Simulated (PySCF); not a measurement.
In(CF3)(Cl)2 (CCl₂F₃In), SMILES [Cl][In]([Cl])[C](F)(F)F.

Coordinates come from a B3LYP-D3(BJ)/def2-SVP optimisation. The structure was generated by enumeration; whether it is a known compound was not checked. The def2 effective core potentials stand for the cores of In; spin–orbit coupling is left out.

Vertical ionisation energy (IE) and electron affinity (EA) in eV. Rows of orbital energies are one-electron estimates. Where ΔSCF, EOM or ADC give a negative EA the extra electron is unbound and the value depends on the basis.

| level | IE | EA |
|---|---|---|
| −ε(HOMO), −ε(LUMO), M06-2X/def2-TZVP (PySCF) | (withheld) | (withheld) |
| −ε(HOMO), −ε(LUMO), PBE/def2-TZVP (PySCF) | 7.62 | 3.54 |

### Question
Some entries are withheld; supply them. (The exact figures need the calculation; the answer reports its results.)

### Answer

- −ε(HOMO), −ε(LUMO), M06-2X/def2-TZVP (PySCF), IE: 10.32
- −ε(HOMO), −ε(LUMO), M06-2X/def2-TZVP (PySCF), EA: 1.95
